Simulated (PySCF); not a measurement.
## Li⁺ (lithium, charge +1) across methods

1s2, closed-shell 1S. Computed with PySCF 2.14 in x2c-QZVPPall (6s4p2d1f, 35 functions), with scalar relativity by spin-free X2C-1e.

| method | E (hartree) | mean ε 1s (eV) | Σ⟨r²⟩ (bohr²) | ⟨S²⟩ |
| --- | --- | --- | --- | --- |
| M06 | -7.2915 | -64.609 | 0.9028 | 0.000 |
| r2SCAN | -7.2823 | -61.915 | 0.9039 | 0.000 |
| TPSS | -7.2872 | -61.470 | 0.9031 | 0.000 |
| LDA | -7.1434 | -59.592 | 0.9366 | 0.000 |
| wB97X-V | -7.2793 | -66.898 | 0.9096 | 0.000 |
| PBE | -7.2574 | -60.405 | 0.9197 | 0.000 |
| wB97X | -7.2874 | -66.720 | 0.8975 | 0.000 |
| UHF | -7.23707 | -75.988 | 0.8904 | 0.000 |
| PBE0 | -7.2632 | -64.482 | 0.9103 | 0.000 |
